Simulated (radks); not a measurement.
Problem. All-electron atom: I I in [Kr] 4d10 5s2 5p5 (the NIST ground configuration). All-electron calculation, scalar-relativistic Kohn-Sham, LDA (Slater exchange, Perdew-Wang correlation), spin-polarised, spherical densities, finite nucleus; open shells are filled with parallel spins first (spin-orbit coupling, left out, can overturn this in heavy ions); Fermi nuclear charge, rms radius 4.75 fm. Program: a radial shooting solver on a logarithmic mesh with Libxc functionals. Some entries of the table are withheld. Estimate them.

| orbital | occ. | eigenvalue (hartree) | <r> (bohr) |
|---|---|---|---|
| 1s up | 1 | -1210.731 | 0.02725 |
| 1s down | 1 | -1210.730 | 0.02725 |
| 2s up | 1 | -187.1014 | 0.1173 |
| 2s down | 1 | -187.1007 | 0.1173 |
| 2p up | 3 | -168.0356 | 0.1025 |
| 2p down | 3 | -168.0346 | 0.1025 |
| 3s up | 1 | -37.74473 | 0.3146 |
| 3s down | 1 | -37.74360 | 0.3146 |
| 3p up | 3 | -31.56433 | 0.3125 |
| 3p down | 3 | -31.56311 | 0.3125 |
| 3d up | 5 | -22.27796 | 0.2888 |
| 3d down | 5 | -22.27681 | 0.2888 |
| 4s up | 1 | -6.62081 | 0.7402 |
| 4s down | 1 | -6.61837 | 0.7401 |
| 4p up | 3 | -4.68027 | 0.7925 |
| 4p down | 3 | -4.67756 | 0.7922 |
| 4d up | 5 | -1.85122 | 0.9231 |
| 4d down | 5 | -1.84691 | 0.9217 |
| 5s up | 1 | (1) | 1.958 |
| 5s down | 1 | (2) | 1.958 |
| 5p up | 3 | -0.27483 | 2.460 |
| 5p down | 2 | -0.25585 | 2.482 |
| 6s up | 0 | -0.01971 | 6.989 |
| 6s down | 0 | -0.01728 | 7.249 |

Solution. 
(1) 5s up eigenvalue (hartree): -0.65766
(2) 5s down eigenvalue (hartree): -0.63811
